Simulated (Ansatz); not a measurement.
Reaction (formal hydrolysis of a Ga–Si bond): `[F][Ga]([SiH3])[Cl]` + H₂O → `[OH][Ga]([F])[Cl]` + SiH₄

Calculated with Ansatz (gas phase, PBE0-D4/def2-TZVP geometries, no zero-point term in ΔE). CCSD(T)/CBS adds triple-zeta CCSD(T) − MP2 to the extrapolated MP2 energy (def2 sets, frozen cores). This one scheme is used for every species. For Ga outer-core shells are correlated without core-valence functions, which leaves a few kJ/mol of doubt a bond. Scalar relativity is left out up to krypton. Each species was taken in one conformer, which may not be the lowest.

| species | HF/def2-TZVPP energy (Eh) |
| --- | --- |
| `[F][Ga]([SiH3])[Cl]` | -2773.04673 |
| H₂O | -76.06237 |
| `[OH][Ga]([F])[Cl]` | -2557.86475 |
| SiH₄ | -291.25838 |

(1) Work out ΔE.

Largest T1 diagnostic among the species: 0.014.

Results:

(1) ΔE = (-2557.86475) + (-291.25838) − (-2773.04673) − (-76.06237) = -0.01403 Eh = -36.8 kJ/mol. CCSD(T)/CBS gives -14.2 kJ/mol.

The D4 term adds +3.6 kJ/mol with B3LYP and +2.1 kJ/mol with PBE0; it sums over pairs of atoms, weighted by their polarisabilities, and B3LYP, whose exchange is more repulsive, gets the larger term. From PBE to PBE0 (25 % exact exchange), in def2-TZVPP and without D4, ΔE moves by −3.0 kJ/mol.

B3LYP here is the variant with VWN-RPA as its local correlation; programs differ in this.
